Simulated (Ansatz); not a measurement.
The cluster BeF2 (the lowest singlet isomer of a short search). Charge 0, multiplicity 1. Geometry PBE0-D4/def2-TZVP, basis def2-TZVP, Ansatz.

Cartesian coordinates in Å:
```
Be -0.002 -0.001 0.002
F -0.999 0.720 -0.618
F 1.001 -0.719 0.616
```

```json
{"run": "A", "HOMO (eV)": "-10.17", "LUMO (eV)": "-0.76"}
{"run": "B", "HOMO (eV)": "-11.74", "LUMO (eV)": "-0.68"}
{"run": "C", "HOMO (eV)": "-17.16", "LUMO (eV)": "0.99"}
{"run": "D", "HOMO (eV)": "-10.94", "LUMO (eV)": "-0.57"}
{"run": "E", "HOMO (eV)": "-9.97", "LUMO (eV)": "-1.48"}
{"run": "F", "HOMO (eV)": "-9.59", "LUMO (eV)": "-1.35"}
```

The structure comes from a short search, and lower isomers may exist.

Question: The runs used HF, LDA (SPW92), PBE0, r2SCAN, r2SCANh, revPBE. Estimate which is which.

Answer: A r2SCAN (0 % exact exchange); B PBE0 (25 % exact exchange); C HF (100 % exact exchange); D r2SCANh (10 % exact exchange); E LDA (SPW92) (0 % exact exchange); F revPBE (0 % exact exchange). Exact exchange lowers occupied and raises empty levels; among semilocal functionals meta-GGAs tend to open the gap a little, and such runs are hard to tell apart. The gap grows from 8.25 eV (revPBE) to 18.16 eV (HF).
